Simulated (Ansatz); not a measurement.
C$_{3}$H$_{9}$FOSi (`CCO[SiH](C)F`), relaxed with RKS PBE0-D4/def2-TZVP in the Gaussian-basis code of Ansatz from a GFN2-xTB geometry. The force threshold is 0.005 eV/Å; the program also tests the step.

Charge 0, multiplicity 1.

Start:

```xyz
15

C     1.856    0.055    1.023
C     1.225    0.906   -0.069
O    -0.136    1.135    0.150
Si   -1.395    0.133    0.259
C    -1.611   -1.002   -1.242
F    -2.593    1.200    0.299
H     1.419   -0.940    1.020
H     2.927   -0.024    0.859
H     1.677    0.510    1.994
H     1.363    0.422   -1.044
H     1.702    1.892   -0.101
H    -1.458   -0.576    1.529
H    -0.827   -1.752   -1.302
H    -1.588   -0.430   -2.168
H    -2.560   -1.527   -1.208
```

```csv
step,energy (eV),largest force (eV/Å),largest move (Å)
1,-15894.3431,1.117,0.000
2,-15894.4016,0.469,0.056
3,-15894.4189,0.131,0.066
4 (rejected),-15894.3970,0.603,0.090
5,-15894.4226,0.069,0.045
6,-15894.4262,0.078,0.097
7,-15894.4271,0.069,0.020
8,-15894.4285,0.017,0.052
9,-15894.4294,0.026,0.055
10,-15894.4304,0.055,0.103
11,-15894.4311,0.072,0.025
14,-15894.4344,0.143,0.043
17,-15894.4514,0.302,0.143
20,-15894.4719,0.080,0.100
23,-15894.4874,0.021,0.125
26,-15894.4904,0.082,0.089
29,-15894.4921,0.011,0.032
32,-15894.4929,0.046,0.091
35,-15894.4945,0.076,0.042
38,-15894.4964,0.071,0.054
41,-15894.4981,0.038,0.057
44,-15894.4991,0.036,0.040
47,-15894.4993,0.006,0.037
49,-15894.4993,0.004,0.004
```

End:

```xyz
15

C     2.317    0.328    0.933
C     1.082    0.498    0.085
O    -0.058    0.122    0.838
Si   -1.592    0.069    0.297
C    -1.787   -0.948   -1.238
F    -2.086    1.553   -0.057
H     2.427   -0.712    1.247
H     3.207    0.617    0.369
H     2.255    0.952    1.827
H     1.155   -0.122   -0.818
H     0.982    1.541   -0.238
H    -2.402   -0.413    1.435
H    -1.452   -1.974   -1.068
H    -1.213   -0.532   -2.069
H    -2.837   -0.979   -1.542
```

Hardware: 2 threads of an AMD EPYC 7R13 on a shared host and a share of an NVIDIA H100 80 GB. Wall time 98 s, peak host memory 0.91 GiB.
